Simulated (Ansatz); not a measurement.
CCl$_{3}$NSi, SMILES `N#C[Si](Cl)(Cl)Cl`. Total charge 0; spin multiplicity 1. All single points use the PBE0-D4/def2-TZVP geometry.

```xyz
6

N     1.107   -0.020   -2.234
C     0.596   -0.011   -1.202
Si   -0.218    0.004    0.440
Cl   -2.170   -0.415    0.172
Cl    0.020    1.838    1.237
Cl    0.666   -1.397    1.586
```

(1) What is the dipole moment at PBE/def2-TZVPP? (Best estimate.)

(2) And with r2SCAN, B3LYP, ωB97M-V? (Estimate.)

(3) Give the Mulliken charges with PBE, B3LYP, r2SCAN in def2-TZVPP. (Estimate.)

Answers

(1) Ansatz gave: 2.50 D, with components (-1.11, 0.02, 2.24) D in this frame, pointing from negative to positive charge.

(2) The calculation gave: r2SCAN 2.51 D, B3LYP 2.53 D, ωB97M-V 2.51 D.

(3) The calculation gave: 
```tsv
atom	PBE	B3LYP	r2SCAN
N1	0.05	0.01	-0.04
C2	-0.26	-0.24	-0.23
Si3	0.59	0.68	0.75
Cl4	-0.13	-0.15	-0.16
Cl5	-0.13	-0.15	-0.16
Cl6	-0.13	-0.15	-0.16
```

B3LYP here is the variant with VWN-RPA as its local correlation; programs differ in this.
